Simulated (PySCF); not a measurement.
A structure optimised at PBE0-D3(BJ)/def2-SVP, used in a PySCF frequency run:

```
Ta
O 1 1.7232
O 1 1.9208 2 114.33
H 3 0.9597 1 136.27 2 0.00
N 1 1.9886 2 106.04 3 120.55
H 5 1.0160 1 124.94 2 5.30
H 5 1.0168 6 109.47 1 -176.60
N 1 1.9886 2 106.04 5 118.90
H 8 1.0160 1 124.94 2 -5.30
H 8 1.0168 9 109.47 1 176.60
```
Charge 0, spin multiplicity 1.

Task: Write its SMILES, formula and point group.

Result: [NH2][Ta]([NH2])(=[O])[OH], H5N2O2Ta, Cs

Task: What are its rotational constants (standard atomic weights)?

Result: 3.1583, 3.0930, 2.7354 GHz
